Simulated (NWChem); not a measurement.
SiF2, singlet; SMILES F[Si]F

```xyz
3

Si     0.0000     0.0000     0.5837
F      1.2659     0.0000    -0.4664
F     -1.2659     0.0000    -0.4664
```
Atoms are numbered in this order, from 1.

Level: PBE-D3(BJ)/def2-SVP (NWChem); excitation at 532 nm, off resonance, unscaled harmonic frequencies. Low-valent species are run as closed-shell singlets; no triplet was tried in these runs. Coordinates come from a PBE-D3(BJ)/def2-SVP optimisation.

Problem. Give the Raman lines with relative activities.

Solution. 
```
wavenumber (cm⁻¹)  relative intensity
-----------------  ------------------
315                                13
827                                84
855                               100
```
